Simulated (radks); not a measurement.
Trend from Mg to Ar: ionisation energy by Delta-SCF between NIST ground configurations, and size. Calculated with a radial shooting solver on a logarithmic mesh with Libxc functionals: scalar-relativistic Kohn-Sham, LDA (Slater exchange, Perdew-Wang correlation), spin-unpolarised, spherical densities, point nucleus.

| species | configuration | configuration of the ion | IE (eV) | NIST (eV) | kind | -e(HOMO) (eV) | r at 0.001 e/bohr^3 (bohr) |
|---|---|---|---|---|---|---|---|
| Mg | [Ne] 3s2 | [Ne] 3s1 | 8.068 | 7.646 | exp. | 4.782 (3s) | 4.52 |
| Al | [Ne] 3s2 3p1 | [Ne] 3s2 | 5.841 | 5.986 | exp. | 2.784 (3p) | 4.55 |
| Si | [Ne] 3s2 3p2 | [Ne] 3s2 3p1 | 7.823 | 8.152 | exp. | 4.163 (3p) | 4.45 |
| P | [Ne] 3s2 3p3 | [Ne] 3s2 3p2 | 9.815 | 10.487 | exp. | 5.597 (3p) | 4.28 |
| S | [Ne] 3s2 3p4 | [Ne] 3s2 3p3 | 11.858 | 10.360 | exp. | 7.107 (3p) | 4.09 |
| Cl | [Ne] 3s2 3p5 | [Ne] 3s2 3p4 | 13.969 | 12.968 | exp. | 8.702 (3p) | 3.92 |
| Ar | [Ar] | [Ne] 3s2 3p5 | 16.157 | 15.760 | exp. | 10.385 (3p) | 3.75 |

Reference values: NIST Atomic Spectra Database (exp. = measured, semi-emp. = semi-empirical, theory = theoretical value adopted there). Spin polarisation and multiplet splitting are left out, so open shells lie too high by an amount that depends on their filling.

Beside tabulated values, note that spin-unpolarised runs miss the spin-polarisation part of the exchange energy of open shells.
